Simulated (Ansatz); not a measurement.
Coupled-cluster run, C5H4ClF5O2Ti (`CC1=CC(C(F)(F)F)=[O+][Ti-]([F])([F])([Cl])[O]1`).

```yaml
crystal:
  periodic: [false, false, false]
  atoms:
    - {symbol: C, position_ang: [-1.264966, -1.325997, 2.073843]}
    - {symbol: C, position_ang: [-0.458366, -0.714298, 0.981728]}
    - {symbol: C, position_ang: [-1.027066, 0.236316, 0.104212]}
    - {symbol: C, position_ang: [-0.262636, 0.775130, -0.892768]}
    - {symbol: C, position_ang: [-0.865831, 1.783916, -1.873650]}
    - {symbol: F, position_ang: [-0.200923, 2.933496, -1.813241]}
    - {symbol: F, position_ang: [-0.785766, 1.315463, -3.115575]}
    - {symbol: F, position_ang: [-2.148045, 2.031292, -1.605179]}
    - {symbol: O, position_ang: [0.965493, 0.529742, -1.133144]}
    - {symbol: Ti, position_ang: [2.336848, -0.557261, -0.274330]}
    - {symbol: F, position_ang: [2.585672, -2.273482, -0.486285]}
    - {symbol: F, position_ang: [3.407352, -0.014590, -1.552604]}
    - {symbol: Cl, position_ang: [3.333203, 0.316373, 1.475391]}
    - {symbol: O, position_ang: [0.736605, -1.078512, 0.875607]}
    - {symbol: H, position_ang: [-1.207268, -2.413622, 1.993913]}
    - {symbol: H, position_ang: [-2.304315, -1.004737, 2.052249]}
    - {symbol: H, position_ang: [-0.817009, -1.052853, 3.032999]}
    - {symbol: H, position_ang: [-2.060681, 0.524923, 0.208733]}
basis:
  gaussian: {orbitals: def2-SVP}
correlation: {method: ccsd_t}
```

```sh
$ ansatz run in.yaml --threads 11 --pin off --events-out ev --progress --plain --max-ram 120832MiB --backend cuda --devices 0, --max-vram 75GiB
```

Log, shortened:

```
Functional definition: HF
2342 factors; integrals over basis functions are off by at most 1.5e-3 eV
mean field evaluation 1: about -58377.1641 eV, gradient 8.0e1 eV
mean field evaluation 2: about -58377.5013 eV, gradient 8.0e1 eV
mean field evaluation 4: about -58390.8120 eV, gradient 1.2e1 eV
mean field evaluation 8: about -58391.1845 eV, gradient 1.1e0 eV
mean field evaluation 16: about -58391.1897 eV, gradient 4.4e-6 eV
mean field -58391.18972729 eV, -2145.8366435080 hartree, gradient 4.4e-6 eV, S^2 0.000000; 0 other end points of the search recorded, 0 dependent functions left out
22 core orbitals not correlated: weight in the atoms' cores, before any rotation towards them, 1.000 or more for the frozen orbitals, at most 0.000 for the correlated occupied ones
reference -58391.18972729 eV, -2145.8366435080 hartree; 45, 45 occupied and 170, 170 virtual orbitals, 2342 factors
second order -64.75165686 eV of doubles, -0.00000000 eV of singles
cycle   1  -63.34919619 eV  change     1.4e0 eV  update   3.0e-1
cycle   2  -65.20288918 eV  change    -1.9e0 eV  update   1.9e-1
cycle   3  -65.73771106 eV  change   -5.3e-1 eV  update   6.8e-2
cycle   4  -65.83745752 eV  change   -1.0e-1 eV  update   2.4e-2
cycle   5  -65.79666578 eV  change    4.1e-2 eV  update   7.5e-3
cycle   6  -65.78637804 eV  change    1.0e-2 eV  update   3.7e-3
cycle   7  -65.78930544 eV  change   -2.9e-3 eV  update   1.7e-3
cycle   8  -65.79017343 eV  change   -8.7e-4 eV  update   6.3e-4
cycle   9  -65.78993129 eV  change    2.4e-4 eV  update   3.1e-4
cycle  10  -65.79030224 eV  change   -3.7e-4 eV  update   1.4e-4
cycle  11  -65.79027536 eV  change    2.7e-5 eV  update   7.7e-5
cycle  12  -65.79013291 eV  change    1.4e-4 eV  update   3.5e-5
cycle  13  -65.79013438 eV  change   -1.5e-6 eV  update   1.8e-5
perturbative correction -2.30855736 eV, -0.0848379181 hartree
Total energy: -58459.28841903 eV, -2148.3392242704 hartree
```

It took 5.5 s on 11 threads of an AMD EPYC 7R13 on a shared host and a whole NVIDIA H100 80 GB, with 0.88 GiB of host memory at the peak.

MP2 recovers 95.1 % of the CCSD(T) correlation energy and the triples give 3.4 %; T1 = 0.0197.
